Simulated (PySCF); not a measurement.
bromo(trichloro)methane (CBrCl3), SMILES ClC(Cl)(Br)Cl. Geometry: PBE-D3(BJ)/def2-SVP.

Computed equilibrium geometry at PBE-D3(BJ)/def2-SVP (PySCF confirms it by a frequency run) as bond lengths and angles, and its point group:
point group C3v.
Atoms: Cl1 C2 Cl3 Cl4 Br5. Bond lengths (Å): Cl1–C2 1.783, C2–Cl3 1.783, C2–Cl4 1.783, C2–Br5 1.975. Angles (°): Cl1–C2–Cl3 109.8, Cl1–C2–Cl4 109.8, Cl1–C2–Br5 109.1, Cl3–C2–Cl4 109.8, Cl3–C2–Br5 109.1, Cl4–C2–Br5 109.1.
Charge 0, spin multiplicity 1.
